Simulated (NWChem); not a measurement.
System: WO₂BrF; SMILES [O]=[W](=[O])([F])[Br]

Input file for NWChem:

```
start job
memory heap 200 mb stack 900 mb global 1100 mb
geometry units angstroms noautoz
  W     -0.021312     0.451539     0.000000
  O      0.836868     1.000192    -1.350902
  O      0.836868     1.000192     1.350902
  F     -1.725112     1.193937     0.000000
  Br     0.031690    -1.960703     0.000000
end
basis spherical
  * library def2-svp
end
ecp
  W library def2-ecp
end
dft
  xc xpbe96 cpbe96
  grid xcoarse
  iterations 150
  mulliken
end
task dft gradient
```

Output (shortened):

```
             Northwest Computational Chemistry Package (NWChem) 7.3.0
             --------------------------------------------------------

 CS  symmetry detected

                             Geometry "geometry" -> ""
                             -------------------------

 Output coordinates in angstroms (scale by  1.889725989 to convert to a.u.)

  No.       Tag          Charge          X              Y              Z
 ---- ---------------- ---------- -------------- -------------- --------------
    1 W                   74.0000     0.02901333     0.51387489     0.00000000
    2 O                    8.0000     0.91857342     1.01003601    -1.35090200
    3 O                    8.0000     0.91857342     1.01003601     1.35090200
    4 F                    9.0000    -1.62716124     1.35718684     0.00000000
    5 Br                  35.0000    -0.06284885    -1.89719998     0.00000000

 Effective nuclear repulsion energy (a.u.)    1301.3332755729

      Symmetry information
      --------------------

 Group name             Cs
 Group number              2
 Group order               2
 No. of unique centers     4

 Summary of "ao basis" -> "ao basis" (spherical)
 ------------------------------------------------------------------------------
       Tag                 Description            Shells   Functions and Types
 ---------------- ------------------------------  ------  ---------------------
 W                          def2-svp                12       32   6s3p2d1f
 O                          def2-svp                 6       14   3s2p1d
 F                          def2-svp                 6       14   3s2p1d
 Br                         def2-svp                12       32   5s4p3d

      Symmetry analysis of basis
      --------------------------

        a'         68
        a"         38

            General Information
            -------------------
          SCF calculation type: DFT
          Wavefunction type:  closed shell.
          No. of atoms     :     5
          No. of electrons :    74
           Alpha electrons :    37
            Beta electrons :    37
          Charge           :     0
          Spin multiplicity:     1
          Use of symmetry is: on ; symmetry adaption is: on
          Maximum number of iterations: 150
          AO basis - number of functions:   106
                     number of shells:    42
          Convergence on energy requested:  1.00D-06
          Convergence on density requested:  1.00D-05
          Convergence on gradient requested:  5.00D-04

              XC Information
              --------------
          PerdewBurkeErnzerhof Exchange Functional  1.000
            Perdew 1991 LDA Correlation Functional  1.000 local
           PerdewBurkeErnz. Correlation Functional  1.000 non-local

             Grid Information
             ----------------
          Grid used for XC integration:  xcoarse
          Radial quadrature: Mura-Knowles
          Angular quadrature: Lebedev.
          Tag              B.-S. Rad. Rad. Pts. Rad. Cut. Ang. Pts.
          ---              ---------- --------- --------- ---------
          W                   1.35       84           8.0       194
          O                   0.60       21           8.0       194
          F                   0.50       21           9.0       194
          Br                  1.15       75           9.0       194
          Grid pruning is: on
          Number of quadrature shells:   201
          Spatial weights used:  Erf1

      Superposition of Atomic Density Guess
      -------------------------------------

 Sum of atomic energies:       -2893.93724412

      Non-variational initial energy
      ------------------------------

 Total energy =   -2887.036079
 1-e energy   =   -4809.871268
 2-e energy   =    1536.090814
 HOMO         =      -0.412488
 LUMO         =      -0.000035

      Symmetry analysis of molecular orbitals - initial
      -------------------------------------------------

  Numbering of irreducible representations:

     1 a'          2 a"

  Orbital symmetries:

     1 a'          2 a'          3 a'          4 a"          5 a'
     6 a'          7 a'          8 a"          9 a'         10 a'
    11 a"         12 a'         13 a'         14 a'         15 a"
    16 a'         17 a"         18 a'         19 a"         20 a'
    21 a'         22 a'         23 a'         24 a"         25 a'
    26 a'         27 a"         28 a'         29 a'         30 a"
    31 a'         32 a"         33 a'         34 a'         35 a"
    36 a'         37 a"         38 a'         39 a'         40 a"
    41 a'         42 a"         43 a'         44 a'         45 a'
    46 a"         47 a'

     ---------------------------------------------
      Total Density - Mulliken Population Analysis
     ---------------------------------------------

    Atom       Charge   Shell Charges
 -----------   ------   -------------------------------------------------------
    1 W   14    10.82   0.04 -0.35  1.79  0.55  0.33  0.05  5.49  0.58  0.12  1.77  0.29  0.16
    2 O    8     9.05   1.99  1.16  0.74  3.18  1.98  0.01
    3 O    8     9.05   1.99  1.16  0.74  3.18  1.98  0.01
    4 F    9     9.62   1.99  1.15  0.80  3.52  2.15  0.00
    5 Br  35    35.45   2.00  2.00  2.00  1.36  0.60  6.00  5.99  2.39  3.11  8.23  1.73  0.05

   convergence    iter        energy       DeltaE   RMS-Dens  Diis-err
 ---------------- ----- ----------------- --------- --------- ---------
 d= 0,ls=0.0,diis     1  -2890.0177688246 -3.28D+03  7.91D-02  5.28D+00
 d= 0,ls=0.0,diis     2  -2877.5551141664  1.25D+01  6.99D-02  8.11D+01
 d= 0,ls=0.0,diis     3  -2889.6812998209 -1.21D+01  1.75D-02  1.04D+01
 d= 0,ls=0.0,diis     4  -2890.6397795154 -9.58D-01  3.88D-03  4.07D-01
 d= 0,ls=0.0,diis     5  -2890.6673761235 -2.76D-02  3.00D-03  9.88D-02
  Resetting Diis
 d= 0,ls=0.0,diis     6  -2890.6742599289 -6.88D-03  1.35D-03  1.99D-02
 d= 0,ls=0.0,diis     7  -2890.6773116732 -3.05D-03  5.76D-04  7.67D-04
 d= 0,ls=0.0,diis     8  -2890.6767756185  5.36D-04  4.20D-04  6.22D-03
 d= 0,ls=0.0,diis     9  -2890.6773497796 -5.74D-04  1.32D-04  5.03D-04
 d= 0,ls=0.0,diis    10  -2890.6773990032 -4.92D-05  3.49D-05  4.68D-05
 d= 0,ls=0.0,diis    11  -2890.6774031648 -4.16D-06  1.02D-05  1.90D-06
 d= 0,ls=0.0,diis    12  -2890.6774033751 -2.10D-07  2.91D-06  9.90D-08

         Total DFT energy =    -2890.677403375113
      One electron energy =    -4810.774088840481
           Coulomb energy =     1659.288378040022
    Exchange-Corr. energy =     -125.936068430423
 Nuclear repulsion energy =      386.744375855768

 Numeric. integr. density =       73.997324100069

                  Occupations of the irreducible representations
                  ----------------------------------------------

                     irrep           alpha         beta
                     --------     --------     --------
                     a'               25.0         25.0
                     a"               12.0         12.0

                       DFT Final Molecular Orbital Analysis
                       ------------------------------------

 Vector   35  Occ=2.000000D+00  E=-3.060157D-01  Symmetry=a'
              MO Center=  9.2D-02, -1.3D+00, -6.5D-13, r^2= 3.1D+00
   Bfn.  Coefficient  Atom+Function         Bfn.  Coefficient  Atom+Function
  ----- ------------  ---------------      ----- ------------  ---------------
    89      0.518619  5 Br px                86      0.483619  5 Br px
    83     -0.318924  5 Br px                38      0.141894  2 O  pz
    52     -0.141894  3 O  pz                37      0.116002  2 O  py
    51      0.116002  3 O  py                90     -0.105732  5 Br py
    80      0.103696  5 Br px                41      0.099675  2 O  pz

 Vector   36  Occ=2.000000D+00  E=-3.034018D-01  Symmetry=a"
              MO Center=  3.0D-01, -7.6D-01,  1.4D-12, r^2= 4.0D+00
   Bfn.  Coefficient  Atom+Function         Bfn.  Coefficient  Atom+Function
  ----- ------------  ---------------      ----- ------------  ---------------
    91      0.457760  5 Br pz                88      0.426003  5 Br pz
    36      0.282249  2 O  px                50     -0.282249  3 O  px
    85     -0.281231  5 Br pz                39      0.197193  2 O  px
    53     -0.197193  3 O  px                 9     -0.140294  1 W  pz
    82      0.091442  5 Br pz                24      0.052903  1 W  d  1

 Vector   37  Occ=2.000000D+00  E=-2.945373D-01  Symmetry=a"
              MO Center=  6.6D-01,  2.9D-01, -1.4D-13, r^2= 3.9D+00
   Bfn.  Coefficient  Atom+Function         Bfn.  Coefficient  Atom+Function
  ----- ------------  ---------------      ----- ------------  ---------------
    91     -0.307372  5 Br pz                36      0.282126  2 O  px
    50     -0.282126  3 O  px                88     -0.280239  5 Br pz
    37      0.241326  2 O  py                51     -0.241326  3 O  py
    39      0.199760  2 O  px                53     -0.199760  3 O  px
    85      0.184100  5 Br pz                40      0.168838  2 O  py

[...]

                         DFT ENERGY GRADIENTS

    atom               coordinates                        gradient
                 x          y          z           x          y          z
   1 W       0.054827   0.971083   0.000000    0.021849   0.024738   0.000000
   2 O       1.735852   1.908691  -2.552835   -0.019118  -0.010707   0.027913
   3 O       1.735852   1.908691   2.552835   -0.019118  -0.010707  -0.027913
   4 F      -3.074889   2.564711   0.000000    0.016399  -0.008711   0.000000
   5 Br     -0.118767  -3.585188   0.000000   -0.000011   0.005387   0.000000
```

Level: PBE/def2-SVP with def2 effective core potentials on W. The geometry was optimised at PBE0/def2-SVP. def2 effective core potentials on W; no spin-orbit coupling.
